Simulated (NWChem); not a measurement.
System: SnHOClF₂; SMILES [OH][Sn]([F])([F])[Cl]

The following NWChem deck was run.

```
start job
memory heap 200 mb stack 900 mb global 1100 mb
geometry units angstroms noautosym nocenter noautoz
  O     -0.002839     0.968393     1.800534
  Sn     0.000025     0.250641    -0.011273
  F      1.515089     0.902677    -0.988485
  F     -1.511747     0.902848    -0.993454
  Cl    -0.000250    -2.046566     0.025351
  H     -0.002129     1.935482     1.801983
end
basis spherical
  * library def2-svpd
end
ecp
  Sn library def2-ecp
end
dft
  xc b3lyp
  iterations 150
end
property
  response 1 0.0
end
task dft property
```

Output (shortened):

```
             Northwest Computational Chemistry Package (NWChem) 7.3.0
             --------------------------------------------------------

                             Geometry "geometry" -> ""
                             -------------------------

 Output coordinates in angstroms (scale by  1.889725989 to convert to a.u.)

  No.       Tag          Charge          X              Y              Z
 ---- ---------------- ---------- -------------- -------------- --------------
    1 O                    8.0000    -0.00283900     0.96839300     1.80053400
    2 Sn                  50.0000     0.00002500     0.25064100    -0.01127300
    3 F                    9.0000     1.51508900     0.90267700    -0.98848500
    4 F                    9.0000    -1.51174700     0.90284800    -0.99345400
    5 Cl                  17.0000    -0.00025000    -2.04656600     0.02535100
    6 H                    1.0000    -0.00212900     1.93548200     1.80198300

 Effective nuclear repulsion energy (a.u.)     678.2206574753

                                 NWChem DFT Module
                                 -----------------

 Summary of "ao basis" -> "ao basis" (spherical)
 ------------------------------------------------------------------------------
       Tag                 Description            Shells   Functions and Types
 ---------------- ------------------------------  ------  ---------------------
 O                         def2-svpd                 9       23   4s3p2d
 Sn                        def2-svpd                12       32   5s4p3d
 F                         def2-svpd                 9       23   4s3p2d
 Cl                        def2-svpd                11       27   5s4p2d
 H                         def2-svpd                 4        8   2s2p

            General Information
            -------------------
          SCF calculation type: DFT
          Wavefunction type:  closed shell.
          No. of atoms     :     6
          No. of electrons :    66
           Alpha electrons :    33
            Beta electrons :    33
          Charge           :     0
          Spin multiplicity:     1
          Use of symmetry is: off; symmetry adaption is: off
          Maximum number of iterations: 150
          AO basis - number of functions:   136
                     number of shells:    54
          Convergence on energy requested:  1.00D-06
          Convergence on density requested:  1.00D-05
          Convergence on gradient requested:  5.00D-04

              XC Information
              --------------
                         B3LYP Method XC Potential
                     Hartree-Fock (Exact) Exchange  0.200
                        Slater Exchange Functional  0.800 local
                    Becke 1988 Exchange Functional  0.720 non-local
              Lee-Yang-Parr Correlation Functional  0.810
                  VWN I RPA Correlation Functional  0.190 local

             Grid Information
             ----------------
          Grid used for XC integration:  medium
          Radial quadrature: Mura-Knowles
          Angular quadrature: Lebedev.
          Tag              B.-S. Rad. Rad. Pts. Rad. Cut. Ang. Pts.
          ---              ---------- --------- --------- ---------
          O                   0.60       49          12.0       434
          Sn                  1.45      123          11.0       590
          F                   0.50       49          12.0       434
          Cl                  1.00       88          12.0       590
          H                   0.35       45          13.0       434
          Grid pruning is: on
          Number of quadrature shells:   403
          Spatial weights used:  Erf1

      Superposition of Atomic Density Guess
      -------------------------------------

 Sum of atomic energies:        -982.21033247

      Non-variational initial energy
      ------------------------------

 Total energy =    -946.804710
 1-e energy   =   -2115.588792
 2-e energy   =     806.125131
 HOMO         =      -0.462233
 LUMO         =      -0.117371

   convergence    iter        energy       DeltaE   RMS-Dens  Diis-err
 ---------------- ----- ----------------- --------- --------- ---------
 d= 0,ls=0.0,diis     1   -949.7035947143 -1.31D+03  2.31D-02  1.38D+00
 d= 0,ls=0.0,diis     2   -949.4202629312  2.83D-01  1.12D-02  4.87D+00
 d= 0,ls=0.0,diis     3   -949.8667280864 -4.46D-01  1.87D-03  2.75D-02
 d= 0,ls=0.0,diis     4   -949.8678566167 -1.13D-03  9.49D-04  1.70D-02
 d= 0,ls=0.0,diis     5   -949.8698151012 -1.96D-03  2.42D-04  1.41D-03
  Resetting Diis
 d= 0,ls=0.0,diis     6   -949.8699299872 -1.15D-04  9.72D-05  2.20D-04
 d= 0,ls=0.0,diis     7   -949.8699535660 -2.36D-05  2.91D-05  3.08D-06
 d= 0,ls=0.0,diis     8   -949.8699531515  4.15D-07  1.79D-05  6.58D-06
 d= 0,ls=0.0,diis     9   -949.8699539458 -7.94D-07  3.45D-06  3.12D-07

         Total DFT energy =     -949.869953945766
      One electron energy =    -2116.381366337396
           Coulomb energy =      880.184134304294
    Exchange-Corr. energy =      -76.331672710138
 Nuclear repulsion energy =      362.658950797474

 Numeric. integr. density =       65.999981875330

                       DFT Final Molecular Orbital Analysis
                       ------------------------------------

 Vector   31  Occ=2.000000D+00  E=-3.738548D-01
              MO Center= -1.5D-03, -2.1D-01,  8.7D-01, r^2= 4.1D+00
   Bfn.  Coefficient  Atom+Function         Bfn.  Coefficient  Atom+Function
  ----- ------------  ---------------      ----- ------------  ---------------
     5      0.452266  1 O  px               113      0.380912  5 Cl px
     8      0.315453  1 O  px               110      0.302720  5 Cl px
   107      0.173859  5 Cl px                62      0.106252  3 F  pz
    85     -0.106465  4 F  pz                44      0.085641  2 Sn d  1
    11      0.081466  1 O  px                65     -0.073988  3 F  pz

 Vector   32  Occ=2.000000D+00  E=-3.697218D-01
              MO Center= -2.1D-04, -1.9D+00,  4.9D-02, r^2= 1.7D+00
   Bfn.  Coefficient  Atom+Function         Bfn.  Coefficient  Atom+Function
  ----- ------------  ---------------      ----- ------------  ---------------
   115      0.592647  5 Cl pz               112      0.473983  5 Cl pz
   109      0.271620  5 Cl pz                 7      0.096058  1 O  pz
   118      0.084295  5 Cl pz                42      0.081949  2 Sn d -1
    10      0.059769  1 O  pz                47     -0.052284  2 Sn d -1
    60      0.047764  3 F  px                83     -0.047683  4 F  px

 Vector   33  Occ=2.000000D+00  E=-3.671815D-01
              MO Center= -1.3D-03, -6.9D-01,  7.5D-01, r^2= 4.0D+00
   Bfn.  Coefficient  Atom+Function         Bfn.  Coefficient  Atom+Function
  ----- ------------  ---------------      ----- ------------  ---------------
   113      0.458318  5 Cl px                 5     -0.414112  1 O  px
   110      0.366288  5 Cl px                 8     -0.285234  1 O  px
   107      0.209783  5 Cl px               116      0.069464  5 Cl px
    11     -0.066903  1 O  px                41      0.056282  2 Sn d -2
    61     -0.045081  3 F  py                84      0.045187  4 F  py

 Vector   34  Occ=0.000000D+00  E=-1.364323D-01
              MO Center= -1.3D-04, -1.8D-02,  7.5D-02, r^2= 4.3D+00
   Bfn.  Coefficient  Atom+Function         Bfn.  Coefficient  Atom+Function
  ----- ------------  ---------------      ----- ------------  ---------------
    27      1.219854  2 Sn s                 26      0.759514  2 Sn s
   114     -0.390186  5 Cl py                 4     -0.364828  1 O  s
    25     -0.298664  2 Sn s                  7      0.242215  1 O  pz
    24     -0.235174  2 Sn s                111     -0.234169  5 Cl py
    28      0.232914  2 Sn s                 10      0.231180  1 O  pz

 Vector   35  Occ=0.000000D+00  E=-1.870798D-02
              MO Center= -8.6D-04,  1.4D+00,  8.7D-01, r^2= 6.5D+00
   Bfn.  Coefficient  Atom+Function         Bfn.  Coefficient  Atom+Function
  ----- ------------  ---------------      ----- ------------  ---------------
    28      1.309488  2 Sn s                106     -0.839274  5 Cl s
    40      0.685808  2 Sn pz                13      0.372545  1 O  pz
    36      0.330137  2 Sn py                12      0.287967  1 O  py
    55     -0.280129  2 Sn d  2              27     -0.265503  2 Sn s
    37      0.220708  2 Sn pz                26     -0.217702  2 Sn s

 Vector   36  Occ=0.000000D+00  E=-6.673108D-03
              MO Center= -3.9D-04, -5.4D-02,  1.9D-01, r^2= 4.7D+00
   Bfn.  Coefficient  Atom+Function         Bfn.  Coefficient  Atom+Function
  ----- ------------  ---------------      ----- ------------  ---------------
    38      0.992624  2 Sn px                35      0.593474  2 Sn px
    59     -0.418326  3 F  s                 82      0.417788  4 F  s
   113     -0.228668  5 Cl px                66      0.218874  3 F  px
    89      0.217877  4 F  px                68     -0.190987  3 F  pz
    91      0.191656  4 F  pz                 5     -0.184812  1 O  px

     Multipole analysis of the density
     ---------------------------------

     L   x y z        total         alpha         beta         nuclear
     -   - - -        -----         -----         ----         -------
     0   0 0 0     -0.000000    -33.000000    -33.000000     66.000000

     1   1 0 0     -0.000509     -0.001707     -0.001707      0.002905
     1   0 1 0      0.178139      3.249796      3.249796     -6.321453
     1   0 0 1      0.537308      1.637038      1.637038     -2.736767

     2   2 0 0    -43.101626    -95.164613    -95.164613    147.227601
     2   1 1 0     -0.002946     -0.014945     -0.014945      0.026944
     2   1 0 1     -0.000218      0.012334      0.012334     -0.024886
     2   0 2 0    -36.342156   -194.052109   -194.052109    351.762061
     2   0 1 1      3.200213      0.904547      0.904547      1.391120
     2   0 0 2    -42.044736   -104.715128   -104.715128    167.385521

 *** CALLING NEW AORESP DRIVER FOR CLOSED AND OPEN SHELLS ***
 Entering AOResponse driver routine

--------------------------------------------------------------------------------

          -----------------------------------------------
          Solving response equations for perturbing field
          -----------------------------------------------

 number of frequencies:     1
 frequency in a.u.:  0.0000000E+00
 Perturbing field: electric
 Using El. Dipole Length Gauge

 Setting up CPKS with frequency omega =      0.00000000 a.u.

 STATIC response

                                NWChem CPHF Module
                                ------------------

  scftype          =     RHF
  nclosed          =       33
  nopen            =        0
  variables        =     3399
  # of vectors     =        3
  tolerance        = 0.10D-03
  level shift      = 0.00D+00
  max iterations   =       50
  max subspace     =       30

 SCF residual:    1.6729007620212326E-004

Iterative solution of linear equations
  No. of variables     3399
  No. of equations        3
  Maximum subspace       30
        Iterations       50
       Convergence  1.0D-04

   iter   nsub   residual    time
   ----  ------  --------  ---------
     1      3    3.27D+00      36.1
     2      6    2.37D+00      48.3
     3      9    5.29D-01      60.5
     4     12    1.90D-01      72.7
     5     15    1.55D-02      85.0
     6     18    2.09D-03      97.1
     7     21    5.24D-04     109.1
     8     24    9.57D-05     121.3

 Electric Dipole Response Matrix (nonzero elements):

              1        2        3
    1   47.4521  -0.0009  -0.0060
    2   -0.0009  63.0346   1.8005
    3   -0.0060   1.8005  51.5878

 ------------------------------------------
 average:        54.02480 + I       0.00000

 DFT Linear Response polarizability / au
 Frequency  =       0.0000000 / au
              X              Y              Z
 -----------------------------------------------
 X      47.4520607     -0.0009248     -0.0059843
 Y      -0.0009247     63.0345873      1.8004938
 Z      -0.0059842      1.8005425     51.5877648
 -----------------------------------------------
 Eigenvalues =      47.4520519     63.3111108     51.3112501
 Isotropic   =      54.0248043
 Anisotropic =      14.3248004
 -----------------------------------------------

 Magnetic Dipole Response Matrix (nonzero elements):

 Exiting AOResponse driver routine
```

Level: B3LYP/def2-SVPD with def2 effective core potentials on Sn. Coordinates come from a PBE0/def2-SVP optimisation. No frequency run checked for a minimum. def2 effective core potentials on Sn; no spin-orbit coupling.
